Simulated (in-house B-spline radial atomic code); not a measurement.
Hg²⁺. Computed with a B-spline radial atomic code. Model: non-relativistic spherical atom: semilocal Troullier-Martins pseudo-atom, one channel per l, against all electrons, high spin, G0W0 and RPA with empty states to l = 8, local potential for every l without a channel, a model core (radius 0 = none) keeps its share of the functional.

The core holds an angular momentum without a channel of its own, so the local potential lets valence electrons into it.

Without relativity these are model numbers for so heavy an element.

What the tables leave out is listed at the end.

The pseudopotential gives back the lowest level of each angular momentum of its own functional in the configuration it was made in; a second state of the same l is only approximately right. Exact exchange, RPA and GW see the smooth pseudo-orbitals and miss the exchange with the core, for which the functional's share stands in. The column with an uncorrelated core keeps all orbitals and exact exchange, and so separates missing core correlation from pseudisation. Only the three outermost levels and the lowest empty one were computed. RPA here is direct RPA, with no exchange kernel, and its energies carry an (l + 1/2)⁻⁴ tail. A hybrid on a potential with a model core restores only its own semilocal share of the core's exchange.

Command:
```bash
python run_psgw.py task.json out
```
Settings (lengths in bohr, energies in hartree):
```
Z                      80
electrons              78
configuration          [Xe] 4f14 5d10
generated_in           [Xe] 4f14 5d10 6s2
functional             pbe,pbe
core_shells            11
radius_factor          1
core_correction        False
```

Run time, properties included: 41 s on 1 thread of Arm Neoverse N1 (shared host).

Given: made with PBE; model core radius 0 bohr; local radius 1.205 bohr; mean-field start PBE.

Valence shells of the generating configuration: 5p, 5d, 6s.

Channel: s 2.535, p 0.97, d 1.151 (radii in bohr).

Computed: largest level miss in the spin-unpolarised generating configuration 0.001 eV; valence RPA correlation energy all-electron orbitals -0.89427 hartree; valence RPA correlation energy pseudo -1.2141 hartree; all-electron RPA polarisability, core included 6.5553 bohr³.

```csv
level,occupied,mean-field all-electron (eV),mean-field pseudo minus all (eV),G0W0 all-electron (eV),G0W0 uncorrelated core minus all (eV),G0W0 pseudo minus all (eV),exchange self-energy all-electron (eV),exchange self-energy pseudo (eV)
5d,1,-29.593,0.064,-36.65,0.121,1.038,-36.406,-28.832
6s (empty),0,-19.899,-0.029,-16.189,0.052,-1.225,-4.4805,-4.7767
```

(1) What is the pseudo-atom RPA polarisability?

Given: mean-field start PBE0.

Computed: valence RPA correlation energy pseudo -1.1627 hartree; all-electron RPA polarisability, core included 5.8638 bohr³; pseudo-atom RPA polarisability 6.0917 bohr³.

```
     level  occupied  mean-field all-electron (eV)  mean-field pseudo minus all (eV)  G0W0 all-electron (eV)  G0W0 uncorrelated core minus all (eV)  G0W0 pseudo minus all (eV)  exchange self-energy all-electron (eV)  exchange self-energy pseudo (eV)
        5d         1                       -31.604                             0.223                 -36.723                                  0.129                       0.855                                 -36.539                           -28.907
6s (empty)         0                       -18.532                            -0.588                  -16.02                                   0.05                      -1.296                                 -4.1855                           -4.9495
```

(2) What is the valence RPA correlation energy all-electron orbitals?

Given: mean-field start Hartree-Fock.

Computed: valence RPA correlation energy all-electron orbitals -0.75082 hartree; all-electron RPA polarisability, core included 4.6459 bohr³; pseudo-atom RPA polarisability 4.9724 bohr³.

```csv
level,occupied,mean-field all-electron (eV),mean-field pseudo minus all (eV),G0W0 all-electron (eV),G0W0 uncorrelated core minus all (eV),G0W0 pseudo minus all (eV),exchange self-energy all-electron (eV),exchange self-energy pseudo (eV)
5d,1,-36.538,0.697,-36.852,0.138,0.541,-36.671,-28.995
6s (empty),0,-14.343,-1.966,-15.619,0.04,-1.514,-3.1054,-5.2246
```

(3) What is the valence RPA correlation energy pseudo?

Results:

(1) 6.7153 bohr³.

(2) -0.85201 hartree.

(3) -1.0356 hartree.

Among the listed levels the largest G0W0 shift of the pseudo-atom is -1.51 eV, for 6s (empty) on the Hartree-Fock start, while leaving the core uncorrelated moves that level by +0.04 eV. So pseudisation and the lost core exchange, not the missing core correlation, make the error. Not in the tables (levels of low weight, unsolved or above zero; the highest and the empty levels are kept at any weight): on PBE the G0W0 levels 5p (pseudo minus all +6.35 eV, weights 0.08 and 0.16); on PBE0 the G0W0 levels 5p (pseudo minus all +5.76 eV, weights 0.11 and 0.39); on Hartree-Fock the G0W0 levels 5p (pseudo minus all +2.44 eV, weights 0.46 and 0.28).
